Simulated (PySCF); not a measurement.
Cartesian coordinates in Å; atom numbers follow the order of the lines, from 1:
```xyz
22

O    -0.2859    3.2351    1.5973
C    -0.2864    2.1085    1.1633
C    -1.4735    1.2593    0.8335
C    -2.8211    1.5594    0.9474
C    -3.7487    0.5837    0.5676
C    -3.3140   -0.6543    0.0897
C    -1.9503   -0.9534   -0.0236
C    -1.0284    0.0146    0.3527
C     0.4506    0.0121    0.3534
C     1.3703   -0.9577   -0.0232
C     2.7351   -0.6626    0.0901
C     3.1727    0.5738    0.5686
C     2.2470    1.5511    0.9496
C     0.8987    1.2554    0.8353
H    -3.1338    2.5359    1.3249
H    -4.8191    0.7873    0.6445
H    -4.0525   -1.4051   -0.2019
H    -1.6283   -1.9272   -0.3997
H     1.0461   -1.9303   -0.4005
H     3.4714   -1.4153   -0.2024
H     4.2437    0.7754    0.6455
H     2.5627    2.5265    1.3276
```

Equivalent nuclei averaged, one computed conformer, relativity neglected, isolated molecule. PBE0-D3(BJ)/def2-SVP structure; shielding tensors at PBE/pcSseg-1 (GIAO); PySCF 2.14.

Shifts are taken against calculated references (same method and geometry level): 13C (σ = 180.03 ppm), 1H (σ = 31.20 ppm) vs TMS; 17O (σ = 334.63 ppm) against H2O.

| atoms | nucleus | count | δ (ppm) |
| --- | --- | --- | --- |
| H18/H19 | 1H | 2 | 7.44 |
| H16/H21 | 1H | 2 | 7.23 |
| H15/H22 | 1H | 2 | 7.60 |
| O1 | 17O | 1 | ? |
| C7/C10 | 13C | 2 | ? |
| C3/C14 | 13C | 2 | ? |
| C5/C12 | 13C | 2 | 132.9 |
| C6/C11 | 13C | 2 | 137.4 |
| C2 | 13C | 1 | 194.4 |
| C8/C9 | 13C | 2 | ? |
| H17/H20 | 1H | 2 | 7.34 |
| C4/C13 | 13C | 2 | 127.3 |

Question: Complete the table.

Answer: 
- C8/C9: 147.6 ppm, substituted aromatic carbon
- C3/C14: 135.9 ppm, substituted aromatic carbon
- C7/C10: 122.5 ppm, aromatic CH
- O1: 630.1 ppm, ketone oxygen

Shifts are as computed. Against solution values, carbons near 30 ppm lie about +2 ppm off and those near 130 ppm about +2 ppm (rms about the fit 1.8 ppm; single classes can miss by 10 ppm). Of 1328 compounds with measured shifts, 309 miss one by over three times the rms of a fit or turn the order of signals round; such compounds aren't used in these exercises. Signals without a measured value on file couldn't be tested in this way. Unscaled 17O shifts of doubly bonded oxygen tend to come out too high, by tens of ppm or more. Experimental scales use liquid or dissolved standards, which lie at an offset from isolated H2O (liquid H2O: subtract about 36 ppm).
